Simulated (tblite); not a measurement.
C₁₄H₁₁FO.
Cartesian coordinates in Å at the GFN2-xTB level; atoms count from 1:
```
atom  x, y, z in Å
O1    -4.909    0.884    2.176
C2    -4.317    1.048    1.140
C3    -3.082    0.360    0.750
C4    -2.479    0.620   -0.481
C5    -1.319   -0.036   -0.836
C6    -0.735   -0.964    0.023
C7     0.544   -1.647   -0.378
C8     1.654   -0.633   -0.474
C9     2.087    0.025    0.673
C10    3.086    0.978    0.609
C11    3.647    1.270   -0.621
F12    4.622    2.200   -0.694
C13    3.236    0.637   -1.778
C14    2.234   -0.314   -1.694
C15   -1.335   -1.218    1.251
C16   -2.497   -0.567    1.612
H17   -4.687    1.764    0.377
H18   -2.927    1.337   -1.154
H19   -0.853    0.167   -1.790
H20    0.410   -2.135   -1.346
H21    0.801   -2.410    0.359
H22    1.635   -0.211    1.624
H23    3.430    1.494    1.492
H24    3.693    0.889   -2.722
H25    1.906   -0.817   -2.593
H26   -0.891   -1.937    1.926
H27   -2.974   -0.761    2.561
```

Structure optimised with GFN2-xTB, isolated species.

Take the most abundant isotopes and a rigid rotor. The values belong to one conformer with, in the numbering `[O:1]=[CH:2][c:3]1[cH:4][cH:5][c:6]([CH2:7][c:8]2[cH:9][cH:10][c:11]([F:12])[cH:13][cH:14]2)[cH:15][cH:16]1`, O1–C2–C3–C4 180°, C5–C6–C7–C8 65°, C6–C7–C8–C9 66°.

(1) What are A, B and C (cm⁻¹)?

(2) Classify the top.

(3) What does the inertial defect say?

(4) Give the other two planar moments, Paa and Pbb, and the rms extents of the mass along the axes.

(5) Estimate the classical rotational partition function at 50 K, 100 K and 200 K.

## Answers

(1) Ia = 390.49, Ib = 2247.52, Ic = 2331.82 u·Å²; 505379 MHz·u·Å²/I gives 1294, 224.9 and 216.7 MHz, that is A = 0.04317, B = 0.00750, C = 0.00723 cm⁻¹.

(2) A near-prolate asymmetric top: κ = (2 × 224.9 − 1294 − 216.7)/(1294 − 216.7) = -0.98.

(3) Not planar: Δ = Ic − Ia − Ib = -306.19 u·Å². For a rigid frame Δ = −2 Σ m c², so Σ m c² = 153.09 u·Å² lies off the ab plane: 33.57 from hydrogen and 119.53 from heavier atoms. The atom farthest from that plane is 2.29 Å away.

(4) Paa = Σ m a² = (Ib + Ic − Ia)/2 = 2094.43 and Pbb = Σ m b² = (Ia + Ic − Ib)/2 = 237.39 u·Å². With the mass M = 214.08 u, the rms extents √(P/M) along a, b and c are 3.13, 1.05, 0.85 Å.

(5) Point group C1, symmetry number σ = 1; q = (√π/σ)·√((kT/h)³/(ABC)), k/h = 20836.6 MHz/K: 237000 at 50 K, 671000 at 100 K, 1900000 at 200 K.

Its lowest GFN2-xTB frequency is 15 cm⁻¹, too small to tell a flat minimum from a shallow saddle. These are rigid-rotor constants of the computed structure; measured ground-state constants (B0) also hold zero-point vibration.

The run took 0.89 s on one thread, Arm Neoverse V2 (aarch64) (shared host). That covers the optimisation of the geometry.
